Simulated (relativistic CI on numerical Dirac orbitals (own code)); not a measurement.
# How well does a small relativistic CI reproduce Fe IV?

Computed by Dirac-Coulomb-Breit CI, KLI orbitals optimised for each configuration, model QED (radiative potential, 1s self-energy scaled to tabulated hydrogen-like ionisation energies), valence Slater integrals scaled by 0.85, P86 correlation estimate, and configurations built on the next ion tied to the tabulated ionisation energy (semi-empirical) (own radial code, finite nucleus).

Configuration list (outside the closed core [Ne]): 3s²3p⁶3d⁵, 3s²3p⁶3d⁴4s, 3s²3p⁶3d⁴4p, 3s²3p⁶3d⁴4d, 3s²3p⁶3d⁴5s, 3s²3p⁶3d⁴4f, 3s²3p⁶3d³4s², 3s²3p⁵3d⁶, 3s²3p⁶3d⁴5p, 3s²3p⁶3d⁴5d, 3s²3p⁶3d³4s4p, 3s²3p⁶3d⁴5f, 3s²3p⁶3d⁴5g, 3s²3p⁶3d³4p², 3s²3p⁴3d⁷, 3s²3p⁶3d³4s4d, 3s3p⁶3d⁶. Levels of other configurations are missing.

| Configuration | Term (tabulated) | J | Measured (cm⁻¹) | Computed | Error | Purity (%) |
| --- | --- | --- | --- | --- | --- | --- |
| 3s²3p⁶3d⁵ | 6S | 5/2 | 0.0 | 0 | 0 | 99 |
| 3s²3p⁶3d⁵ | 4G | 11/2 | 32245.5 | 31697 | -549 | 99 |
| 3s²3p⁶3d⁵ | 4P | 5/2 | 35253.8 | 32635 | -2618 | 96 |
| 3s²3p⁶3d⁵ | 4P | 3/2 | 35333.3 | 32703 | -2630 | 97 |
| 3s²3p⁶3d⁵ | 4P | 1/2 | 35406.6 | 32754 | -2652 | 98 |
| 3s²3p⁶3d⁵ | 4D | 7/2 | 38779.4 | 37248 | -1531 | 99 |
| 3s²3p⁶3d⁵ | 4D | 1/2 | 38896.7 | 37354 | -1543 | 99 |
| 3s²3p⁶3d⁵ | 2D3 | 5/2 | 49541.5 | 46355 | -3187 | 76 |
| 3s²3p⁶3d⁵ | 2D3 | 3/2 | 50051.4 | 46836 | -3216 | 97 |
| 3s²3p⁶3d⁵ | 2F2 | 7/2 | 51394.2 | 48289 | -3106 | 98 |
| 3s²3p⁶3d⁵ | 2F2 | 5/2 | 52166.7 | 49025 | -3141 | 75 |
| 3s²3p⁶3d⁵ | 4F | 9/2 | 52620.7 | 50253 | -2368 | 98 |
| 3s²3p⁶3d⁵ | 4F | 7/2 | 52695.4 | 50308 | -2388 | 98 |
| 3s²3p⁶3d⁵ | 2H | 9/2 | 56058.3 | 53957 | -2101 | 89 |
| 3s²3p⁶3d⁵ | 2H | 11/2 | 56368.8 | 54223 | -2146 | 98 |
| 3s²3p⁶3d⁵ | 2G2 | 7/2 | 57408.0 | 55581 | -1827 | 99 |
| 3s²3p⁶3d⁵ | 2G2 | 9/2 | 57721.2 | 55835 | -1886 | 88 |
| 3s²3p⁶3d⁵ | 2F1 | 5/2 | 61156.5 | 58751 | -2406 | 98 |
| 3s²3p⁶3d⁵ | 2F1 | 7/2 | 61254.4 | 58820 | -2434 | 99 |
| 3s²3p⁶3d⁵ | 2S | 1/2 | 66720.1 | 63496 | -3224 | 99 |
| 3s²3p⁶3d⁵ | 2G1 | 9/2 | 82894.9 | 79550 | -3345 | 99 |
| 3s²3p⁶3d⁵ | 2G1 | 7/2 | 82897.3 | 79550 | -3347 | 99 |
| 3s²3p⁶3d⁵ | 2P | 3/2 | 100118.0 | 95248 | -4870 | 98 |
| 3s²3p⁶3d⁵ | 2P | 1/2 | 100126.0 | 95255 | -4871 | 99 |
| 3s²3p⁶3d⁴4s | 6D | 1/2 | 127766.1 | 133521 | 5754 | 100 |
| 3s²3p⁶3d⁴4s | 6D | 3/2 | 127929.1 | 133676 | 5747 | 100 |
| 3s²3p⁶3d⁴4s | 6D | 5/2 | 128191.5 | 133927 | 5736 | 100 |
| 3s²3p⁶3d⁴4s | 6D | 7/2 | 128541.9 | 134263 | 5721 | 100 |
| 3s²3p⁶3d⁴4s | 6D | 9/2 | 128967.7 | 134672 | 5704 | 100 |
| 3s²3p⁶3d⁴4s | 4D | 1/2 | 137700.8 | 143100 | 5399 | 99 |
| 3s²3p⁶3d⁴4s | 4D | 3/2 | 137949.3 | 143337 | 5388 | 99 |
| 3s²3p⁶3d⁴4s | 4D | 5/2 | 138338.8 | 143710 | 5371 | 99 |
| 3s²3p⁶3d⁴4s | 4D | 7/2 | 138844.0 | 144194 | 5350 | 99 |
| 3s²3p⁶3d⁴4s | 4P | 1/2 | 153651.7 | 159697 | 6045 | 99 |
| 3s²3p⁶3d⁴4s | 4H | 7/2 | 154185.9 | 157931 | 3745 | 99 |
| 3s²3p⁶3d⁴4s | 4H | 9/2 | 154326.0 | 158065 | 3739 | 99 |
| 3s²3p⁶3d⁴4s | 4P | 3/2 | 154474.9 | 160471 | 5996 | 99 |
| 3s²3p⁶3d⁴4s | 4H | 11/2 | 154512.7 | 158233 | 3720 | 99 |
| 3s²3p⁶3d⁴4s | 4H | 13/2 | 154731.3 | 158426 | 3695 | 100 |
| 3s²3p⁶3d⁴4s | 4P | 5/2 | 155744.9 | 161688 | 5944 | 99 |
| 3s²3p⁶3d⁴4s | 4F | 3/2 | 156012.3 | 161440 | 5427 | 100 |
| 3s²3p⁶3d⁴4s | 4F | 5/2 | 156049.3 | 161463 | 5414 | 96 |
| 3s²3p⁶3d⁴4s | 4F | 7/2 | 156123.8 | 161525 | 5401 | 94 |
| 3s²3p⁶3d⁴4s | 4F | 9/2 | 156224.9 | 161622 | 5397 | 94 |
| 3s²3p⁶3d⁴4s | 4G | 5/2 | 158738.7 | 163734 | 4995 | 95 |
| 3s²3p⁶3d⁴4s | 4G | 7/2 | 159010.4 | 163989 | 4979 | 93 |
| 3s²3p⁶3d⁴4s | 4G † | 9/2 | 159227.9 | 164243 | 5015 | 88 |
| 3s²3p⁶3d⁴4s | 4G † | 11/2 | 159342.9 | 164571 | 5228 | 66 |
| 3s²3p⁶3d⁴4s | 2P | 1/2 | 160015.9 | 165776 | 5761 | 98 |
| 3s²3p⁶3d⁴4s | 2H † | 9/2 | 160311.6 | 163739 | 3427 | 91 |
| 3s²3p⁶3d⁴4s | 2H † | 11/2 | 160778.6 | 163914 | 3135 | 66 |
| 3s²3p⁶3d⁴4s | 2F | 5/2 | 162074.4 | 167291 | 5216 | 98 |
| 3s²3p⁶3d⁴4s | 2F | 7/2 | 162087.8 | 167296 | 5208 | 92 |
| 3s²3p⁶3d⁴4s | 2G | 7/2 | 164950.5 | 169698 | 4748 | 94 |
| 3s²3p⁶3d⁴4s | 2G | 9/2 | 165392.6 | 170055 | 4662 | 99 |

Measured levels from Corliss and Sugar, J. Phys. Chem. Ref. Data 11, 135 (1982); pairs were made by configuration, J and term (by order where the table uses no LS term), so strongly mixed levels may be paired wrongly. Some J values or terms of the table were assigned by a fit.

Mean error by configuration (cm⁻¹): 3s²3p⁶3d⁵ -2669; 3s²3p⁶3d⁴4s 5195. Over the excited levels the mean absolute error is 4033 cm⁻¹ (54 of the 54 excited levels that our extract of the source holds in range could be paired), and the median relative error of those above 1,000 cm⁻¹ is 3.9 %. Some levels of the ground configuration have no partner. † marks terms whose computed intervals miss the measured ones by more than a factor of 2.5, or configurations far off the rest, from wrong mixing, a near crossing or a doubtful label or measurement; they are left out of the means.
